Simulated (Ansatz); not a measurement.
Ansatz (a first-principles code) input:

Ansatz 0.2 input:
```yaml
crystal:
  periodic: [false, false, false]
  atoms:
    - {symbol: Si, position_ang: [2.27175545, -0.46067286, 0.25619597]}
    - {symbol: C, position_ang: [0.36671549, -0.15247429, 0.28119500]}
    - {symbol: N, position_ang: [-0.51943120, -0.66403028, 1.10817924]}
    - {symbol: C, position_ang: [-1.81300376, -0.40048459, 0.75001578]}
    - {symbol: C, position_ang: [-1.99334556, 0.32461351, -0.38895057]}
    - {symbol: S, position_ang: [-0.44678343, 0.72823381, -1.04338935]}
    - {symbol: H, position_ang: [2.59381349, 0.75473743, -0.61906163]}
    - {symbol: H, position_ang: [2.56508231, 0.21692404, 1.59337234]}
    - {symbol: H, position_ang: [-2.61831543, -0.77775861, 1.36940945]}
    - {symbol: H, position_ang: [-2.92280044, 0.62206038, -0.84705031]}
basis:
  gaussian:
    orbitals: def2-TZVPD
hamiltonian:
  xc: {name: CAM-B3LYP}
total_charge: -1
output: {forces: true}
```

Q: What final total energy does it print?

A: -859.17084 Eh (CAM-B3LYP/def2-TZVPD). The basis has 273 functions.

It need not be the lowest isomer of its formula. Whether it binds its extra electron was not tested at this geometry.
